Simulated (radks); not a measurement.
K11+, 8 electrons, occupied as [He] 2s2 2p4. Method: scalar-relativistic Kohn-Sham, AM05, spin-unpolarised, spherical densities, point nucleus; computed with a radial shooting solver on a logarithmic mesh with Libxc functionals.

Unscreened Slater integrals over Kohn-Sham orbitals (eV).

\begin{tabular}{lr}
integral & value \\ \hline
F0(2p,2p) & 76.411 \\
F2(2p,2p) & 36.123 \\
F0(2p,2s) & 70.640 \\
G1(2p,2s) & 40.959 \\
F0(2p,1s) & 104.74 \\
G1(2p,1s) & 17.403 \\
F0(2s,2s) & 66.900 \\
F0(2s,1s) & 93.912 \\
G0(2s,1s) & 8.5684 \\
F0(1s,1s) & 315.96 \\
\end{tabular}

Derived for the open shells (J is the average intra-shell exchange parameter used in DFT+U). 2p: J = F2/5 = 7.225 eV; in LS coupling 1D lies 6 F2/25 = 8.669 eV above 3P.
